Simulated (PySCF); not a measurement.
C$_{6}$H$_{15}$Al (SMILES C[CH2][Al]([CH2]C)[CH2]C), singlet, at a GFN2-xTB geometry (such geometries of metal compounds can be far from the true shape). Base run: DF-R2SCAN/3-21G in PySCF.

Input for PySCF:
```python
from pyscf import gto, scf, dft

mol = gto.M(
    atom='''
Al    0.23254875   -0.09127216    0.17781867
C     1.60822037    0.29411525   -1.23879162
C     1.28366688    1.38923772   -2.26742086
H     1.87585448   -0.62020127   -1.79032132
H     2.53321401    0.57609625   -0.70786354
H     1.06813100    2.33432054   -1.77027088
H     0.41262384    1.11732709   -2.85999573
H     2.11890541    1.54863674   -2.95129636
C    -1.76368020   -0.03452995   -0.07842335
C    -2.25206622    0.36624641   -1.47916509
H    -2.21743853    0.64744823    0.65749449
H    -2.18599895   -1.02150165    0.16760771
H    -1.84026666   -0.30078311   -2.23581630
H    -1.93818296    1.38058695   -1.72020746
H    -3.34027682    0.32383459   -1.54743145
C     0.94484373   -0.58959003    1.99107131
C    -0.08642383   -1.31826703    2.86693314
H     1.30181723    0.29398901    2.54049732
H     1.83528786   -1.22749113    1.88612950
H    -0.38163133   -2.26093079    2.40736096
H    -0.98435636   -0.71320404    2.98806130
H     0.31181976   -1.53486371    3.85918757
''',
    basis='3-21g',
    verbose=5,
)

mf = dft.RKS(mol)
mf.xc = 'r2scan'
mf = mf.density_fit(auxbasis='def2-universal-jkfit')
mf.kernel()
mf.analyze()
```

The base run was repeated with changes; each row names its change, and settings that it needs were set with it.

```csv
change,E (Eh),HOMO (eV),HOMO-LUMO gap (eV),dipole (D),core-seconds (rough)
base,-477.28572,-5.72,4.80,0.07,40
"functional = pw91,pw91",?,?,?,0.07,30
functional = m06,?,?,?,?,30
functional = bhandhlyp,-477.32605,-7.86,8.15,0.08,20
functional = x3lyp,-477.33557,-6.50,5.90,0.08,20
functional = wb97x,?,?,?,0.07,20
functional = pbe0,-477.07652,-6.70,6.24,0.07,20
functional = hf,-475.24575,-9.68,11.97,0.10,2
functional = pbe0; dispersion = d3bj,-477.09171,-6.70,6.24,0.07,20
functional = pbe,-476.98954,-5.42,4.21,0.06,20
functional = revpbe,-477.34659,-5.40,4.30,0.07,30
functional = mn12l,-476.97011,-5.96,4.83,0.07,40
functional = b3lyp5,?,?,?,0.08,20
```

**Question.** Some entries are withheld; supply them.

**Answer.** 
- functional = pw91,pw91, E (Eh): -477.33262
- functional = pw91,pw91, HOMO (eV): -5.47
- functional = pw91,pw91, HOMO-LUMO gap (eV): 4.18
- functional = m06, E (Eh): -477.36224
- functional = m06, HOMO (eV): -6.65
- functional = m06, HOMO-LUMO gap (eV): 6.11
- functional = m06, dipole (D): 0.05
- functional = wb97x, E (Eh): -477.41815
- functional = wb97x, HOMO (eV): -9.04
- functional = wb97x, HOMO-LUMO gap (eV): 10.56
- functional = b3lyp5, E (Eh): -477.27819
- functional = b3lyp5, HOMO (eV): -6.37
- functional = b3lyp5, HOMO-LUMO gap (eV): 5.80

Totals shift with the method and basis; they matter in differences.
